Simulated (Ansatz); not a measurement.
```yaml
crystal:
  periodic: [false, false, false]
  atoms:
    - {symbol: Si, position_ang: [-1.773684, 0.781864, 1.003694]}
    - {symbol: C, position_ang: [-0.264460, 0.651039, -0.102973]}
    - {symbol: C, position_ang: [0.490998, -0.662629, 0.049126]}
    - {symbol: C, position_ang: [1.709147, -0.780798, -0.840277]}
    - {symbol: Cl, position_ang: [1.276527, -0.791179, -2.574807]}
    - {symbol: H, position_ang: [-1.378361, 0.666627, 2.435146]}
    - {symbol: H, position_ang: [-2.458531, 2.086952, 0.804726]}
    - {symbol: H, position_ang: [-2.733480, -0.314535, 0.699717]}
    - {symbol: H, position_ang: [-0.587221, 0.775659, -1.141690]}
    - {symbol: H, position_ang: [0.399238, 1.495918, 0.115764]}
    - {symbol: H, position_ang: [-0.172849, -1.510385, -0.147815]}
    - {symbol: H, position_ang: [0.840960, -0.777314, 1.082711]}
    - {symbol: H, position_ang: [2.390327, 0.059024, -0.698776]}
    - {symbol: H, position_ang: [2.248089, -1.709543, -0.655845]}
basis:
  gaussian: {orbitals: cc-pVTZ-DK}
hamiltonian: {xc: {name: HF}}
output: {forces: true}
```

```sh
$ ansatz run in.yaml --threads 4 --pin off --events-out ev --progress --plain --max-ram 10444MiB
```

Shortened log:

```
Functional definition: HF
1928 factors; their error is unknown
mean field evaluation 1: about -23654.1971 eV, gradient 3.0e1 eV
mean field evaluation 2: about -23656.7453 eV, gradient 1.2e1 eV
mean field evaluation 4: about -23657.1905 eV, gradient 5.2e-1 eV
mean field evaluation 8: about -23657.7409 eV, gradient 1.1e0 eV
mean field -23657.74144508 eV, -869.4059623137 hartree, gradient 1.6e-5 eV, S^2 0.000000; 0 other end points of the search recorded, 0 dependent functions left out
reference -23657.74144508 eV, -869.4059623137 hartree; 29, 29 occupied and 255, 255 virtual orbitals, 1928 factors
Total energy: -23657.74144508 eV, -869.4059623137 hartree
Relativity: scalar
Atom 0 at    -1.773684     0.781864     1.003694 Å, force    -0.294743     0.046398     0.204195 eV/Å
Atom 1 at    -0.264460     0.651039    -0.102973 Å, force     0.060594     0.389830    -0.322419 eV/Å
Atom 2 at     0.490998    -0.662629     0.049126 Å, force    -0.097135    -0.416230     0.309637 eV/Å
Atom 3 at     1.709147    -0.780798    -0.840277 Å, force     0.635532    -0.044902     0.279016 eV/Å
Atom 4 at     1.276527    -0.791179    -2.574807 Å, force     0.005563    -0.049417    -0.277374 eV/Å
Atom 5 at    -1.378361     0.666627     2.435146 Å, force    -0.040451     0.015480    -0.126387 eV/Å
Atom 6 at    -2.458531     2.086952     0.804726 Å, force     0.067543    -0.122003     0.016555 eV/Å
Atom 7 at    -2.733480    -0.314535     0.699717 Å, force     0.081553     0.106507     0.030560 eV/Å
Atom 8 at    -0.587221     0.775659    -1.141690 Å, force     0.091745    -0.016477     0.354978 eV/Å
Atom 9 at     0.399238     1.495918     0.115764 Å, force    -0.172571    -0.240505    -0.065725 eV/Å
Atom 10 at    -0.172849    -1.510385    -0.147815 Å, force     0.213374     0.268972     0.056013 eV/Å
Atom 11 at     0.840960    -0.777314     1.082711 Å, force    -0.091673     0.039680    -0.320736 eV/Å
Atom 12 at     2.390327     0.059024    -0.698776 Å, force    -0.252884    -0.339562    -0.060028 eV/Å
Atom 13 at     2.248089    -1.709543    -0.655845 Å, force    -0.206448     0.362228    -0.078286 eV/Å
Dipole moment:     0.181968     0.008719     0.348915 e Å
```

Hardware: 4 threads of an Intel Xeon on a shared host. Wall time 5 s, peak host memory 1.1 GiB.
